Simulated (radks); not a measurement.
The numbers below are computed, except where a source is named.
How relativity changes the ionisation of the lanthanum ion La53+ ([He] 2s2) to La54+ ([He] 2s1). Spin-unpolarised spherical Kohn-Sham, PBE, point nucleus unless stated (finite: rms radius 4.855 fm), a radial shooting solver on a logarithmic mesh with Libxc functionals. A level marked "c x" has the speed of light scaled by that factor.

level                        E(La53+) (hartree)  E(La54+) (hartree)  IE (eV)   HOMO  <r> HOMO (bohr)
non-rel.                             -3972.2129          -3596.1434  10233.4     2s           0.1081
scalar-rel.                          -4168.2278          -3770.3573  10826.6     2s           0.1018
scalar-rel., finite nucleus          -4167.8576          -3770.0092  10826.0     2s           0.1018
Dirac                                -4168.2254          -3770.3567  10826.6  2s1/2           0.1013
Dirac, finite nucleus                -4167.8553          -3770.0085  10826.0  2s1/2           0.1013
Dirac, c x 2                         -4017.8447          -3636.7111  10371.2  2s1/2           0.1064
Dirac, c x 5                         -3979.3790          -3602.5147  10255.0  2s1/2           0.1078
Dirac, c x 10                        -3973.9998          -3597.7321  10238.8  2s1/2           0.1080

NIST Atomic Spectra Database: 10789 eV (theoretical). The relativistic part of the total energy of La53+ is -195.6 hartree (Dirac, finite nucleus), 4.9 % of the non-relativistic value. Spin polarisation and multiplet splitting of open shells are left out at every level.

Beside tabulated values, note that relativity, absent from the non-relativistic runs, is large for the heavy elements, and spin-unpolarised runs miss the spin-polarisation part of the exchange energy of open shells.
